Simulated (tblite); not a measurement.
BF3, charge +1, doublet, at a GFN2-xTB geometry (a state made from the parent by changing its charge; the spin is typed, not shown lowest); GFN1-xTB in tblite.

The tblite input:
```
$ tblite run mol.xyz --method gfn1 --charge 1 --spin 1 --grad --json tblite.json --no-restart

# file mol.xyz
4

B      0.02352184    -0.01117286     0.01055355
F     -1.11173673    -0.66659873    -0.01863019
F     -0.01440353     1.20151482    -0.48663557
F      1.11307256    -0.52870895     0.49940267
```

Q: Predict the main parts of the log of this tblite run.

A: 
```
xTB calculator
 | screened Coulomb repulsion
 | Coulomb electrostatics
 |  * isotropic Klopman-Ohno-Mataga-Nishimoto electrostatics
 |  * onsite third-order electrostatics
 | DFT-D3(BJ) dispersion correction

halogen bonding energy    0.0000000000000E+00 Eh
repulsion energy          6.0266664235976E-02 Eh
dispersion energy        -4.4122128046994E-04 Eh
number of electrons       2.3000000000000E+01 e
integral cutoff           2.1261634374110E+01 bohr

------------------------------------------------------------
  cycle        total energy    energy error   density error
------------------------------------------------------------
      1     -15.87844997924  -1.5938275E+01   6.5321689E-01
      2     -15.99257529214  -1.1412531E-01   4.3952314E-01
      3     -16.09837361296  -1.0579832E-01   3.4037818E-01
      4     -16.15804074631  -5.9667133E-02   2.1073631E-01
      5     -15.93023436047   2.2780639E-01   3.7759140E-01
      6     -16.19201033346  -2.6177597E-01   8.7491102E-02
      7     -16.18061715062   1.1393183E-02   1.1253218E-01
      8     -16.18904270051  -8.4255499E-03   9.5208452E-02
      9     -16.20175821137  -1.2715511E-02   4.9390331E-02
     10     -16.20597248748  -4.2142761E-03   1.9255202E-02
     11     -16.20634107262  -3.6858514E-04   1.3610380E-02
     12     -16.20640022565  -5.9153026E-05   1.2485591E-02
     13     -16.20671342307  -3.1319743E-04   5.1079978E-04
     14     -16.20668726257   2.6160505E-05   3.6449107E-03
     15     -16.20671152509  -2.4262523E-05   1.0954374E-03
     16     -16.20671379880  -2.2737077E-06   2.5758670E-04
     17     -16.20671393186  -1.3305790E-07   1.9905234E-06
------------------------------------------------------------

electronic energy        -1.6266539374811E+01 Eh
total energy             -1.6206713931856E+01 Eh

Post processing:
 | Mayer-Wiberg bond orders

[Info] Tight-binding results written to 'tblite.txt'
[Info] JSON dump of results written to 'tblite.json'
```
